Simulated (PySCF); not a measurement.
Electronic structure of Li⁺ (lithium, charge +1) at the UHF level

Configuration: 1s2, closed-shell 1S. Calculation: PySCF 2.14, in aug-cc-pCVTZ; the non-relativistic Hamiltonian (point nucleus).

```
Total energy                                     : -7.236381 hartree
One-electron energy                              : -8.8881 hartree
Hartree (Coulomb) energy                         : 3.3034 hartree
Exchange energy                                  : -1.6517 hartree
Kinetic energy                                   : 7.23648 hartree
⟨S²⟩                                             : 0.0000
⟨L²⟩                                             : 0.000
Sum of ⟨r⟩                                       : 1.145 bohr
Sum of ⟨r²⟩                                      : 0.8906 bohr²
Density at the nucleus (Gaussians lack the cusp) : 13.4 bohr⁻³
Langevin diamagnetic susceptibility              : -0.705 ×10⁻⁶ cm³/mol
```

```tsv
shell	electrons	mean orbital energy (eV)	rms radius, mean of both spins (bohr)
1s	2	-75.984	0.667
```
